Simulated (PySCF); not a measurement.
A GIAO shielding run with PySCF (density fitting, non-relativistic, gas phase) on SMILES CN(Cc1cccs1)[SiH2]S, C6H11NS2Si:

```
$ OMP_NUM_THREADS=1 python probes_run.py task.json out

{"job": {"kind": "nmr", "xc": "PBE0", "basis": "pcSseg-1"}, "charge": 0, "multiplicity": 1}
C     -1.071467    -1.490034    -1.030430
N     -1.368451    -0.200330    -0.457437
C     -0.373433     0.810565    -0.762561
C      0.926488     0.568460    -0.066420
C      2.056845    -0.003454    -0.562122
C      3.083035    -0.139511     0.401464
C      2.714163     0.322829     1.620987
S      1.108948     0.940784     1.618370
Si    -2.432943    -0.113108     0.884636
S     -2.799841     1.951877     1.345545
H     -1.892247    -2.172357    -0.827892
H     -0.949613    -1.395267    -2.112260
H     -0.153378    -1.919313    -0.615307
H     -0.780701     1.782542    -0.473614
H     -0.200261     0.812679    -1.845301
H      2.160286    -0.311265    -1.587826
H      4.047697    -0.565273     0.190641
H      3.283152     0.346817     2.528878
H     -1.957022    -0.721729     2.129955
H     -3.720475    -0.643007     0.463646
H     -1.689700     2.155039     2.038662
```

Hardware: 1 thread of an Intel Xeon, shared host. The job also computes population analyses, field gradients, ring-centre shieldings.

(1) How large is the calculation?

(2) How long does it take, and how much memory does it need?

## Answers

(1) 100 electrons, 246 basis functions and 1339 auxiliary functions.

(2) 2.6 min of wall time, with 14 SCF cycles and 5 response iterations; peak memory 1.1 GiB. Times on a shared host scatter by some tens of per cent.
